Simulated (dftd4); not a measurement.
H3O4P, charge -1, doublet, at a GFN2-xTB geometry (a state made from the parent by changing its charge; the spin is typed, not shown lowest); dftd4 with D4 for tpssh.

The dftd4 input:
```
$ dftd4 mol.xyz --func tpssh --charge -1 --json dftd4.json --noedisp

# file mol.xyz
8

O      0.65738853     0.78994277     1.57170001
P      0.05538012    -0.13965985     0.15998664
O      1.30239840    -0.33548730    -0.63760686
O     -1.18992861    -1.28382886    -0.80885675
O     -0.81182172     1.16052664    -0.36088528
H      1.59934532     0.73366670     1.43279398
H     -0.64615389    -2.04297136    -1.00115575
H     -1.44818583     0.75497630    -0.94624700
```

Output, abridged:

```
                    ____  _____ _____     ____  _  _
      -------------|  _ \|  ___|_   _|---|  _ \| || |------------
     |             | | | | |_    | | ___ | | | | || |_           |
     |             | |_| |  _|   | ||___|| |_| |__   _|          |
     |             |____/|_|     |_|     |____/   |_|            |
     |             ===================================           |
     |            E. Caldeweyher, S. Ehlert & S. Grimme          |
     |          Mulliken Center for Theoretical Chemistry        |
     |                    University of Bonn                     |
      -----------------------------------------------------------

Rational (Becke-Johnson) damping: tpssh-D4-ATM
---------------------
  s6         1.0000
  s8         1.8590
  s9         1.0000
  a1         0.4429
  a2         4.6023
 alp        16.0000
--------------------

Dispersion energy:      -7.9980216668885E-03 Eh

[Info] JSON dump of results written to 'dftd4.json'
```
